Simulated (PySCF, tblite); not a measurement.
Isomers of C5H13PSSi. Computed with GFN2-xTB (tblite): harmonic, unscaled wavenumbers at the GFN2-xTB geometry, gas phase. This tight-binding method is rough: wavenumbers can miss measured ones by several per cent, in bad cases by 10 to 20. Modes of hydrogen on phosphorus and silicon can be 10 to 20 % off. One conformer each.

Electronic energies: PBE0/pcSseg-1 single points on the GFN2-xTB geometries (PySCF, gas phase).

```tsv
SMILES	electronic energy, lowest = 0 (kcal/mol)
C[SiH2]P1CCSCC1	22.2
C[Si@@H](P)SC1(C)CC1	24.7
C[Si@H]1CC[P@@H](=S)CC1	0.0
```

Task: How do GFN2-xTB zero-point energies change the relative energies?

Result: 
```tsv
SMILES	ZPE (kcal/mol)	of it from modes above 1550 cm⁻¹	electronic (kcal/mol)	with ZPE, lowest = 0 (kcal/mol)	lowest mode (cm⁻¹)	rings
C[Si@H]1CC[P@@H](=S)CC1	104.5	53.0	0.0	0.0	52	1
C[SiH2]P1CCSCC1	103.6	53.1	22.2	21.3	31	1
C[Si@@H](P)SC1(C)CC1	102.2	53.5	24.7	22.5	27	1
```

The zero-point energies span 2.3 kcal/mol, from `C[Si@@H](P)SC1(C)CC1` to `C[Si@H]1CC[P@@H](=S)CC1`. The order is unchanged.

Task: And how do the electronic energies of GFN2-xTB itself compare?

Result: `C[Si@H]1CC[P@@H](=S)CC1` 0.0; `C[SiH2]P1CCSCC1` 18.2; `C[Si@@H](P)SC1(C)CC1` 18.7 kcal/mol, lowest = 0. Against the energies above, taken from the same isomer `C[Si@H]1CC[P@@H](=S)CC1`, the largest difference is 6.0 kcal/mol.

Task: What do entropy and thermal enthalpy add at 298.15 K and 1 bar (rigid rotor, harmonic oscillator, one conformer each)?

Result: 
| SMILES | point group | symmetry number | S (cal/(mol K)) | H − H(0) (kcal/mol) | ZPE + H − H(0) − TS (kcal/mol) |
| --- | --- | --- | --- | --- | --- |
| C[Si@H]1CC[P@@H](=S)CC1 | Cs | 1 | 101.9 | 7.41 | 81.5 |
| C[SiH2]P1CCSCC1 | C1 | 1 | 105.8 | 7.75 | 79.8 |
| C[Si@@H](P)SC1(C)CC1 | C1 | 1 | 112.2 | 8.56 | 77.3 |
